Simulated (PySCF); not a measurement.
**Structure from 2D NMR**

Compound of formula C5H6Cl2O2. Correlations simulated from computed shifts and the bond graph:

HSQC (one-bond C–H):
```csv
δH,δC
1.61,25.7
```

HMBC (two and three bonds, from the bond graph):
```csv
δH,δC
1.61,"183.1, 70.5, 25.7"
```

Carbons without hydrogens: δ 183.1, 70.5.

[PySCF: shielding tensors at PBE0/pcSseg-1 (GIAO); GFN2-xTB geometry; averaged over atoms made equivalent by symmetry, fast rotation or ring inversion; no solvent model; one conformer; non-relativistic Hamiltonian]

Chemical shifts δ = σref − σ; ¹H (31.72 ppm) and ¹³C (186.93 ppm) vs TMS, all at this level.

Exchangeable hydrogens are left out of these lists.

Problem. Assemble the structure.

Solution. SMILES C(C(C)(C)C(=O)Cl)(=O)Cl.

Structure with atom numbers: `[CH3:1][C:2]([CH3:3])([C:4](=[O:5])[Cl:6])[C:7](=[O:8])[Cl:9]` (H(Xn): hydrogen on atom n).

1. δC 183.1 is C4/C7, a carbonyl carbon.
2. δC 70.5 is C2, a quaternary sp3 carbon α to a carbonyl.
3. δC 25.7 is C1/C3, a methyl carbon (δH 1.61).
4. HMBC from δH 1.61 reaches the proton-free carbons C4/C7, C2.

The data come from this structure; uniqueness wasn't tested.

Carbons that carry Cl, above all several Cl atoms, come out too deshielded, partly because spin–orbit coupling is missing. Shifts are as computed. Against solution values, carbons near 30 ppm lie about +3 ppm off and those near 130 ppm about +5 ppm; carbons on Cl a further +6 ppm. Of 1211 compounds with measured shifts, 218 miss one by over three times the rms of a fit or turn the order of signals round; such compounds aren't used in these exercises.
